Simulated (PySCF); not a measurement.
Te(Cl)(OSiH3) (ClH3OSiTe), SMILES Cl[Te]O[SiH3].

Geometry optimised at B3LYP-D3(BJ)/def2-SVP. This is a generated structure with no PubChem entry under its InChIKey; it may be hypothetical. The def2 effective core potentials stand for the cores of Te; spin–orbit coupling is left out. Other conformers were not sampled.

Level of theory: PBE/def2-TZVP (PySCF).

Gas-phase values at a fixed geometry.

Question: Estimate the frontier levels, gap, dipole moment and polarisability. (Estimate from the structure and the level; the computed values follow.)

Answer: 
```json
{
  "highest_occupied_level": "-5.37 eV",
  "lowest_empty_level": "-3.47 eV",
  "orbital_gap": "1.90 eV",
  "dipole_moment": "1.64 D",
  "quadrupole, principal values (traceless, Buckingham form, about the centre of nuclear charge)": "-5.12, -1.79, 6.91 D·Å",
  "mean_static_polarisability": "79.2 bohr³ (11.74 Å³)",
  "polarisability_principal_values": "59.0, 81.3, 97.4 bohr³"
}
```
